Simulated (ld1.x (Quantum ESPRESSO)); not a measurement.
**Se (Z = 34): TM pseudisation with revPBE, fully relativistic reference atom.**

- Element: Se (Z = 34)
- Generator: ld1.x (Quantum ESPRESSO) 7.5
- Type: norm-conserving Troullier–Martins (Kleinman–Bylander form)
- Functional: revPBE
- Relativity: fully relativistic
- Frozen core: [Ar] 3d10
- Valence charge: 6
- Reference configuration: 4s2 4p4
- Partial waves: 4s (bound): rc 1.24 bohr; 4p (bound): rc 1.60 bohr
- Local potential: all-electron potential smoothed inside 1.44 bohr (lloc = -2)
- Core correction: a·sin(br)/r model core inside 1.40 bohr

Open shells are filled in proportion to 2j + 1 (rel_dist='average').

Poles of the logarithmic derivatives, all-electron (AE) and pseudo (PS). s: poles at 2.8 (AE) and 2.2 (PS) Ry. p1/2: poles at 4.5 (AE) and 3.9 (PS) Ry. p3/2: poles at 4.7 (AE) and 4.0 (PS) Ry. Test radius 1.74 bohr.

* Cutoffs needed: 50 Ry and 110 Ry (the cutoffs (Ry, on a coarse ladder) from which the occupation-weighted sum of valence levels, in a spherical-Bessel basis at the reference potential, stays within 10 and 1 mRy of its value at 400 Ry)
* Ghost test: no extra level below or beside the all-electron valence levels (s, p1/2, p3/2, d, f tested) (spherical-Bessel basis up to 400 Ry, 20 bohr box)
* Largest excitation error: -164 meV (all-electron minus pseudo) for 4s2 4p0, out of 7 test configurations
